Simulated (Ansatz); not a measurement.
`N[SiH](S)CCl` → `CN[SiH](S)Cl`  (isomerisation)

Program: Ansatz. Geometries: PBE0-D4/def2-TZVP. ΔE: electronic, gas phase. CCSD(T)/CBS adds triple-zeta CCSD(T) − MP2 to the extrapolated MP2 energy (def2 sets, frozen cores). DFT in def2-TZVPP. B3LYP here is the variant with VWN-RPA as its local correlation; programs differ in this. Each species was taken in one conformer, which may not be the lowest.

| level | ΔE (kJ/mol) |
| --- | --- |
| r2SCAN-D4 | -95.8 |
| B3LYP-D4 | -96.3 |
| B2PLYP | -97.3 |
| PBE | -92.3 |
| B3LYP | -97.3 |
| SCS-MP2/def2-TZVPP | -97.6 |
| CCSD/def2-TZVPP | -96.5 |
| MP2/def2-QZVPP | -97.4 |

Task: What does CCSD(T)/CBS give? (Estimate.)

Result: Computed: -94.4 kJ/mol. The listed levels differ from it by -1.4, -1.9, -2.9, 2.1, -2.9, -3.2, -2.1, -3.0 kJ/mol.

Largest T1 diagnostic among the species: 0.010.

From PBE to PBE0 (25 % exact exchange), in def2-TZVPP and without D4, ΔE moves by −3.8 kJ/mol. In def2-TZVPP, CCSD(T) changes the Hartree–Fock value by +12.3 kJ/mol (the triples alone add +2.1 kJ/mol) and MP2 by +9.4 kJ/mol.
